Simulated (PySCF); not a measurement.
Working out the ionisation energy of P²⁺

P²⁺ [Ne] 3s2 3p1 (2P) → P³⁺ [Ne] 3s2 (1S). Computed with PySCF 2.14 in aug-cc-pV(D+d)Z (5s4p3d, 32 functions), with the non-relativistic Hamiltonian (point nucleus). Frozen: [Ne]. Energies in hartree (1 hartree = 27.21139 eV):

```csv
part,P²⁺ (lower),P³⁺ (upper)
UHF,-339.640360,-338.553329
MP2 opposite-spin,-0.036843,-0.032466
MP2 same-spin,-0.002376,0.000000
```

Q: What does Hartree-Fock give?

A: (-338.553329) − (-339.640360) = 1.087031 hartree = 29.580 eV.

Q: What do MP2 and SCS-MP2 (6/5 opposite-spin, 1/3 same-spin) give?

A: The opposite-spin parts differ by 0.119 eV and the same-spin parts by 0.065 eV. MP2: 29.580 + (0.119) + (0.065) = 29.764 eV. SCS-MP2: 29.580 + 1.2 × (0.119) + (0.065)/3 = 29.744 eV.

A first-order spin-orbit estimate adds 0.040 eV to MP2 (valence), giving 29.804 eV against 30.203 eV (measured; NIST Atomic Spectra Database, ionization energies).

What remains against the reference includes basis incompleteness, the frozen core and correlation beyond second order.
